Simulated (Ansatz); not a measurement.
The first iterations of a band of AlCl2F + H2 (6 atoms, charge 0, multiplicity 1).

Computed with Ansatz 0.2.0, RKS B3LYP/def2-mTZVP.

```json
{
 "movable images": "1",
 "climbing image": "no",
 "spring": "5.0 eV/Å²",
 "optimiser": "quadratic models (default)",
 "start path": "through a guess of the saddle point",
 "force threshold": "0.05 eV/Å",
 "iteration limit": "60",
 "end points": "relaxed"
}
```

Image 0:

```xyz
6
Properties=species:S:1:pos:R:3
Al 0.002 0.304 0.031
F 0.001 0.761 1.609
Cl 1.818 0.130 -0.973
Cl -1.815 0.059 -0.955
H 0.072 -2.333 0.775
H 0.057 -2.004 1.443
```

Image 2:

```xyz
6
Properties=species:S:1:pos:R:3
Al 0.022 -0.613 -0.319
F 0.021 -0.097 1.726
Cl 1.808 0.348 -0.914
Cl -1.809 0.267 -0.898
H 0.058 -2.140 0.046
H 0.036 -0.848 2.291
```

| iteration | highest image above the first end (eV) | largest band force component (eV/Å) |
| --- | --- | --- |
| 1 | 2.312 | 2.571 |
| 2 | 1.286 | 1.973 |

Problem. Does the band converge within its limit, and where does its top end?

Solution. The run converged. It ended after 5 iterations with the highest image 1.280 eV above the first end. Neighbouring images differ by up to 1.3 eV, so the band resolves the path poorly. No image climbed, so the highest image needn't sit at the top of the path. So few images can step over the top or miss a turn of the path. The orbitals stay closed-shell, which can raise the energy where a bond breaks towards radicals; this wasn't checked here.

The run took 14 s on 2 threads of Arm Neoverse V1 (shared host), peak memory 0.18 GiB.
